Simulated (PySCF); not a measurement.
MSi cations for M along group 15

MP2 with double-zeta basis sets in PySCF, for the lowest determinant that a PBE0 search found; no spin–orbit coupling. De refers to high-spin ground-configuration atoms (the charge goes to the atom of lower measured ionisation energy or higher electron affinity, which is not always the lowest computed limit).

```csv
M,basis,"reference, frozen orbitals",charged atom,state (unpaired electrons),Re (Å),ωe (cm⁻¹),De (eV)
N,def2-SVP,"UHF, 6",Si+,triplet (π ↑↑),1.789,813,1.79
P,x2c-SVPall,"UHF, 10",Si+,triplet (π ↑↑),2.218,527,2.16
As,cc-pV(D+d)Z/cc-pVDZ-PP,"UHF, 9",Si+,triplet (π ↑↑),2.324,421,2.19
Sb,def2-SVP,"UHF, 9",Si+,triplet (π ↑↑),2.524,375,2.11
Bi,def2-SVP,"UHF, 9",Bi+,triplet (π ↑↑),2.599,356,n/a
```

The shortest bond is that of SiN⁺ (1.789 Å), the longest that of SiBi⁺ (2.599 Å).

The rows differ in basis set, which adds steps of its own.

Down a group the atoms grow and get heavier, so bonds lengthen and wavenumbers fall; this series shows no clear exception.

Correlated steps freeze the inner cores (6 to 10 orbitals); shallow outer-core shells are correlated. Correlated levels converge slowly with the basis: in double zeta they bind strong bonds too weakly, by up to about 1 eV, and carry superposition errors of some tenths. Spin–orbit coupling is left out, which matters for elements this heavy, above all for dissociation energies. For an ion De counts to the pair picked by the measured ionisation energies or electron affinities, which need not be the lowest pair at this level. States were picked by a PBE0 search and need not be the measured ground states.
